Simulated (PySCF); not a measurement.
## Sn: ionisation energy

Sn [Kr] 4d10 5s2 5p2 (3P) → Sn⁺ [Kr] 4d10 5s2 5p1 (2P), as a difference of total energies. Computed with PySCF 2.14 in def2-TZVP with the def2 core potential (28 electrons) (6s5p3d2f, 50 functions), with scalar relativity through the core potential. Correlated levels: valence: 4s2 4p6 4d10 frozen. The calculations carry no spin-orbit coupling.

Question: Order these methods by the ionisation energy they give, lowest first.
A. SCS-MP2 (valence)
B. CCSD (valence)
C. UHF
D. CCSD(T) (valence)

Answer: C (6.854 eV), A (7.083 eV), B (7.179 eV), D (7.203 eV).

Errors of the correlated levels include the incompleteness of this basis and the frozen core.

For comparison: 7.389 eV (measured; NIST levels, between the centres of gravity of the two terms).
